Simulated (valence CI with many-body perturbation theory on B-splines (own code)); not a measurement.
## Pt⁵⁶⁺: calculated level list

Calculated by configuration interaction combined with many-body perturbation theory (CI+MBPT): four valence electrons over a frozen Dirac-Fock core [Ar], a basis of 7 s, 7 p, 8 d, 6 f, 4 g, 1 h functions for each j, with the one-electron correlation potential Σ1 (screened to all orders), the two-electron term Σ2, the three-electron term Σ3, Breit, model QED; selected single and double excitations, second order for the rest, scaled by the run's own slope (own B-spline code, finite nucleus).

The last digits are not significant, and no measured levels were compared; by estimate large intervals hold to a few tenths of a per cent, small ones and those within an open d or f shell to about a per cent. Excitations out of the core, of the other parity, are not computed and may begin above about 259 eV (a cautious bound); beyond it only levels of the ground parity were kept, without lifetimes. Only levels of the ground parity were solved; by the run's estimate the other parity begins above the list, which can be wrong where configurations are misplaced.

Levels 1 to 34 of 34, with energies above the lowest level, (3d3/2^4) J=0. "Leading %" is the weight of the configuration and term that name the level; weights of strongly mixed levels are sums over their largest components and can fall short. In the jj column 3d3/2^4 stands for four electrons in 3d with j = 3/2.

```
No.  Configuration  Term  J  E (eV)  Leading %  Second component               Leading jj
  1            3d4    3P  0    0.00         61       24 % 3d4 5D           3d3/2^4 (99 %)
  2            3d4    5D  1   84.18         55       44 % 3d4 3P     3d3/2^3 3d5/2 (99 %)
  3            3d4    3F  4   96.67         28       25 % 3d4 1G     3d3/2^3 3d5/2 (99 %)
  4            3d4    5D  2  100.69         29       19 % 3d4 1D     3d3/2^3 3d5/2 (97 %)
  5            3d4    3F  3  104.15         31       20 % 3d4 3G     3d3/2^3 3d5/2 (98 %)
  6            3d4    5D  0  177.60         68       23 % 3d4 1S   3d3/2^2 3d5/2^2 (99 %)
  7            3d4    5D  2  177.73         56       13 % 3d4 3F   3d3/2^2 3d5/2^2 (98 %)
  8            3d4    3H  4  180.48         40       34 % 3d4 5D   3d3/2^2 3d5/2^2 (99 %)
  9            3d4    5D  3  182.77         49       29 % 3d4 3G   3d3/2^2 3d5/2^2 (97 %)
 10            3d4    3H  5  186.29         66       34 % 3d4 3G  3d3/2^2 3d5/2^2 (100 %)
 11            3d4    1I  6  189.18         55       46 % 3d4 3H  3d3/2^2 3d5/2^2 (100 %)
 12            3d4    3D  1  192.50         44       39 % 3d4 3P   3d3/2^2 3d5/2^2 (98 %)
 13            3d4    3F  3  195.24         45       22 % 3d4 3D   3d3/2^2 3d5/2^2 (99 %)
 14            3d4    3G  4  195.82         53       40 % 3d4 1G   3d3/2^2 3d5/2^2 (99 %)
 15            3d4    3F  2  198.06         33       29 % 3d4 3P   3d3/2^2 3d5/2^2 (98 %)
 16            3d4    3F  2  211.72         53       28 % 3d4 3P   3d3/2^2 3d5/2^2 (98 %)
 17            3d4    3F  4  217.45         65       29 % 3d4 1G   3d3/2^2 3d5/2^2 (99 %)
 18            3d4    1D  2  231.54         46       28 % 3d4 3P   3d3/2^2 3d5/2^2 (97 %)
 19            3d4    3P  0  249.68         50       50 % 3d4 1S   3d3/2^2 3d5/2^2 (92 %)
 20            3d4    5D  4  274.05         41       24 % 3d4 3H     3d3/2 3d5/2^3 (98 %)
 21            3d4    3F  3  275.59         41       33 % 3d4 5D     3d3/2 3d5/2^3 (98 %)
 22            3d4    3D  1  281.19         46       29 % 3d4 3P     3d3/2 3d5/2^3 (98 %)
 23            3d4    3G  5  281.93         66       34 % 3d4 3H    3d3/2 3d5/2^3 (100 %)
 24            3d4    3H  6  282.33         55       46 % 3d4 1I    3d3/2 3d5/2^3 (100 %)
 25            3d4    3F  2  291.05         46       37 % 3d4 3P     3d3/2 3d5/2^3 (98 %)
 26            3d4    3D  3  293.09         37       31 % 3d4 1F     3d3/2 3d5/2^3 (99 %)
 27            3d4    1S  0  301.25         72       23 % 3d4 3P     3d3/2 3d5/2^3 (89 %)
 28            3d4    3F  3  309.54         64       33 % 3d4 1F    3d3/2 3d5/2^3 (100 %)
 29            3d4    1G  4  309.88         63       24 % 3d4 3F     3d3/2 3d5/2^3 (98 %)
 30            3d4    3P  1  310.12         87       10 % 3d4 3D     3d3/2 3d5/2^3 (99 %)
 31            3d4    1D  2  314.25         58       26 % 3d4 3P     3d3/2 3d5/2^3 (94 %)
 32            3d4    3F  4  377.72         45       21 % 3d4 1G           3d5/2^4 (99 %)
 33            3d4    1D  2  388.61         31       25 % 3d4 3D           3d5/2^4 (97 %)
 34            3d4    3P  0  415.14         57       40 % 3d4 1S           3d5/2^4 (96 %)
```

The ionisation energy to 3d3 4F_3/2 of the next ion comes out as 5655.3 eV (NIST: 5654 ± 5 eV (theoretical)). All 34 levels together are meant to be complete up to 258.58 eV.
